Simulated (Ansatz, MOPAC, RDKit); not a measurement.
Torsion H3–B1–S2–H5 in BH3S (SMILES BS); at each angle all else is relaxed with GFN2-xTB, and the levels are single points there.
Geometry at 0° (charge 0, multiplicity 1):
| atom | x (Å) | y (Å) | z (Å) |
|---|---|---|---|
| B | -0.6017 | -0.0718 | 0.0462 |
| S | 1.0673 | -0.5087 | 0.3488 |
| H | -1.3865 | -0.8865 | -0.2373 |
| H | -0.8729 | 1.0587 | 0.1433 |
| H | 0.9996 | -1.8230 | 0.1520 |

On the grid 0° to 330°, 90° is the highest and 0° the lowest point at CCSD(T)/CBS(cc-pV(T+d)Z, cc-pV(Q+d)Z).

Correlated levels freeze the cores. CBS: X⁻³ extrapolation of the correlation energy, Hartree–Fock from the larger set. The state that PM7 reach isn't checked; PM7 holds dispersion and hydrogen-bond terms.

Run with Ansatz (a quantum-chemistry and plane-wave program) with Gaussian orbitals; MOPAC for PM7 (differences of heats of formation); RDKit for the force fields. 

**Question.** Give the energy at 90° less that at 0° at the level PM7.

**Answer.** 10.9 kcal/mol

**Question.** What energy at 90° less that at 0° does CCSD(T)/CBS(cc-pV(T+d)Z, cc-pV(Q+d)Z) give?

**Answer.** 20.3 kcal/mol

**Question.** What energy at 90° less that at 0° does UFF give?

**Answer.** -12.2 kcal/mol
